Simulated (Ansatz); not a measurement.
```yaml
crystal:
  periodic: [false, false, false]
  atoms:
    - {symbol: C, position_ang: [1.067328, 1.297313, 0.060431]}
    - {symbol: C, position_ang: [0.921487, 0.629639, 0.090642]}
    - {symbol: Sn, position_ang: [0.333860, -0.528830, 0.149074]}
    - {symbol: C, position_ang: [-1.032448, -0.542222, -0.143504]}
    - {symbol: C, position_ang: [-1.859386, -0.440710, -0.310432]}
    - {symbol: H, position_ang: [1.527059, 2.204046, 0.032648]}
    - {symbol: H, position_ang: [0.922895, -1.097683, -0.680143]}
    - {symbol: H, position_ang: [0.537980, -0.896437, 1.069301]}
    - {symbol: H, position_ang: [-2.590358, -0.484810, -0.392745]}
basis:
  gaussian: {orbitals: x2c-TZVPPall, final_grid: {core_spheres: 20, valence_spheres: 16, degree: 47}}
hamiltonian: {xc: {name: r2SCANh}}
output: {forces: true}
```

```sh
$ ansatz run in.yaml --threads 4 --pin off --events-out ev --progress --plain --max-ram 10444MiB
```

It prints (some lines left out):

```
Functional definition: r2SCANh
1577 factors; their error is unknown
mean field evaluation 1: about -172129.9857 eV, gradient 1.6e2 eV
mean field evaluation 2: about -172051.4356 eV, gradient 2.4e2 eV
mean field evaluation 4: about -172170.9875 eV, gradient 2.7e1 eV
mean field evaluation 8: about -172171.9940 eV, gradient 1.6e-1 eV
mean field evaluation 16: about -172172.1661 eV, gradient 2.0e-3 eV
mean field -172172.16611241 eV, -6327.2104021452 hartree, gradient 3.6e-5 eV, S^2 0.000000; 0 other end points of the search recorded, 0 dependent functions left out
reference -172172.16612304 eV, -6327.2104025359 hartree; 39, 39 occupied and 201, 201 virtual orbitals, 1577 factors
Total energy: -172172.16612304 eV, -6327.2104025359 hartree
Relativity: scalar
Atom 0 at     1.067328     1.297313     0.060431 Å, force    66.242764   282.816160   -12.710473 eV/Å
Atom 1 at     0.921487     0.629639     0.090642 Å, force   -26.895975  -204.405142     8.969430 eV/Å
Atom 2 at     0.333860    -0.528830     0.149074 Å, force    -4.415151   -46.341404   -11.660382 eV/Å
Atom 3 at    -1.032448    -0.542222    -0.143504 Å, force    50.490240   -12.085165     8.950394 eV/Å
Atom 4 at    -1.859386    -0.440710    -0.310432 Å, force   -74.855963    13.274365   -17.237406 eV/Å
Atom 5 at     1.527059     2.204046     0.032648 Å, force    -0.431863     2.134759    -0.130092 eV/Å
Atom 6 at     0.922895    -1.097683    -0.680143 Å, force    13.990198   -14.536620   -19.557233 eV/Å
Atom 7 at     0.537980    -0.896437     1.069301 Å, force    10.740622   -19.748239    47.801153 eV/Å
Atom 8 at    -2.590358    -0.484810    -0.392745 Å, force   -34.864871    -1.108715    -4.425391 eV/Å
Dipole moment:    -0.042190     0.438999    -0.004707 e Å
```

Problem. Something in this input is off. What?

Solution. The geometry is squeezed to about two thirds of its size. The run converged. The result belongs to that input, not to the molecule as meant.
